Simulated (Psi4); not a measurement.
CH₄O, charge +1, doublet, at a GFN2-xTB geometry (a state made from the parent by changing its charge; the spin is typed, not shown lowest); Psi4 with CCSD(T)/def2-SVP.

The Psi4 input:
```
memory 2 GB

molecule {
1 2
  C    -0.08203668    0.60493218    0.11482401
  O     0.06067739   -0.68366516   -0.17494028
  H    -1.18198643    0.86214509    0.11391237
  H     0.62482878   -1.22970011    0.41246267
  H     0.43910736    0.99198948    0.99712096
  H     0.12485126    1.21529375   -0.81291782
}

set basis def2-svp
set reference uhf
set puream true

energy('ccsd(t)')
print_variables()
```

It wrote (shortened):

```
   => Loading Basis Set <=

    Name: DEF2-SVP
    Role: ORBITAL
    Keyword: BASIS

         ---------------------------------------------------------
                                   SCF
               by Justin Turney, Rob Parrish, Andy Simmonett
                          and Daniel G. A. Smith
                              UHF Reference
         ---------------------------------------------------------

  ==> Geometry <==

    Molecular point group: c1
    Full point group: C1

    Geometry (in Angstrom), charge = 1, multiplicity = 2:

       Center              X                  Y                   Z               Mass
    ------------   -----------------  -----------------  -----------------  -----------------
         C           -0.081816351127     0.661818564306     0.136810006487    12.000000000000
         O            0.060897718873    -0.626778775694    -0.152954283513    15.994914619570
         H           -1.181766101127     0.919031474306     0.135898366487     1.007825032230
         H            0.625049108873    -1.172813725694     0.434448666487     1.007825032230
         H            0.439327688873     1.048875864306     1.019106956487     1.007825032230
         H            0.125071588873     1.272180134306    -0.790931823513     1.007825032230

  Running in c1 symmetry.

  Rotational constants: A =      4.33879  B =      0.90516  C =      0.85154 [cm^-1]
  Rotational constants: A = 130073.57814  B =  27135.93648  C =  25528.45664 [MHz]
  Nuclear repulsion =   41.319166671535442

  Charge       = 1
  Multiplicity = 2
  Electrons    = 17
  Nalpha       = 9
  Nbeta        = 8

  ==> Algorithm <==

  SCF Algorithm Type is PK.
  DIIS enabled.
  MOM disabled.
  Fractional occupation disabled.
  Guess Type is SAD.
  Energy threshold   = 1.00e-08
  Density threshold  = 1.00e-08
  Integral threshold = 1.00e-12

  ==> Primary Basis <==

  Basis Set: DEF2-SVP
    Blend: DEF2-SVP
    Number of shells: 24
    Number of basis functions: 48
    Number of Cartesian functions: 50
    Spherical Harmonics?: true
    Max angular momentum: 2

  ==> Integral Setup <==

  Using in-core PK algorithm.
   Calculation information:
      Number of atoms:                   6
      Number of AO shells:              24
      Number of primitives:             44
      Number of atomic orbitals:        50
      Number of basis functions:        48

      Integral cutoff                 1.00e-12
      Number of threads:                 1

[...]
  @UHF Final Energy:  -114.59300771343744
    Total Energy =                       -114.5930077134374443
[...]
      8   6   2  10        -0.0246461163
      6   6   4   0         0.0241268362
      7   7   3   3        -0.0236708059
      5   6   2   0        -0.0227380298

    SCF energy       (wfn)                    = -114.593007713437444
    Reference energy (file100)                = -114.593007713437601

    Opposite-spin MP2 correlation energy      =   -0.234972189452334
    Same-spin MP2 correlation energy          =   -0.072530063791447
    Singles MP2 correlation energy            =   -0.000000000000000
    MP2 correlation energy                    =   -0.307502253243781
      * MP2 total energy                      = -114.900509966681383

    Opposite-spin CCSD correlation energy     =   -0.271080845517721
    Same-spin CCSD correlation energy         =   -0.069860884742356
    Singles CCSD correlation energy           =   -0.000000000000000
    CCSD correlation energy                   =   -0.340941730260077
      * CCSD total energy                     = -114.933949443697685

            **************************
            *                        *
            *        CCTRIPLES       *
            *                        *
            **************************

    Wave function   =    CCSD_T
    Reference wfn   =      UHF

    Nuclear Rep. energy (wfn)                =   41.319166671535442
    SCF energy          (wfn)                = -114.593007713437444
    Reference energy    (file100)            = -114.593007713437601
    CCSD energy         (file100)            =   -0.340941730260077
    Total CCSD energy   (file100)            = -114.933949443697685

    Number of ijk index combinations:
    Spin Case AAA:                                  84
    Spin Case BBB:                                  56
    Spin Case AAB:                                 288
    Spin Case ABB:                                 252
    AAA (T) energy                             =   -0.000117491929350
    BBB (T) energy                             =   -0.000240546580049
    AAB (T) energy                             =   -0.003832046874095
    ABB (T) energy                             =   -0.003901205568076
    (T) energy                                   =   -0.008091290951569
      * CCSD(T) total energy                     = -114.942040734649240

  Variable Map:
  ----------------------------------------------------------------------------
[...]
  Array Variable Map:
  ----------------------------------------------------------------------------
[...]
[...]
```
